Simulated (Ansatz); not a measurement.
C₂H₈NSb (`C[CH](N)[SbH2]`), charge 0, multiplicity 1.

Problem. Give a relaxed structure at PBE0-D4/def2-TZVP (Ansatz). (Best estimate.)

Solution. Computed: 
Z-matrix (Å, degrees):
```
C
C 1 1.513
H 1 1.091 2 111.4
H 1 1.095 2 109.8 3 -120.7
H 1 1.094 2 111.1 3 119.9
N 2 1.446 1 110.3 3 176.2
Sb 2 2.221 1 112.4 3 -58.0
H 2 1.093 1 109.5 3 57.7
H 6 1.013 2 111.4 1 61.7
H 6 1.012 2 112.5 1 -176.9
H 7 1.713 2 91.5 1 -52.1
H 7 1.713 2 96.8 1 39.6
```
This is one stationary point; other conformers may exist.
